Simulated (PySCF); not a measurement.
**Radial density of Li (lithium, neutral)**

TPSSh, [He] 2p1, 2P determinant (an excited configuration). Computed with PySCF 2.14 in aug-cc-pV5Z, with no relativity, point nucleus.

```tsv
r (bohr)	4πr²ρ (e/bohr)	4πr²(ρα − ρβ)
0.00746	0.009200	0.0000
0.0126	0.02525	0.0000
0.0211	0.06785	-0.0001
0.0355	0.1761	-0.0002
0.0597	0.4312	-0.0005
0.100	0.9587	-0.0010
0.169	1.819	-0.0014
0.284	2.668	-0.0005
0.478	2.600	0.0041
0.804	1.339	0.0173
1.35	0.2984	0.0572
2.28	0.1541	0.1454
3.83	0.2116	0.2115
6.44	0.09514	0.0951
10.8	0.007125	0.0071
18.2	3.736e-05	0.0000
```
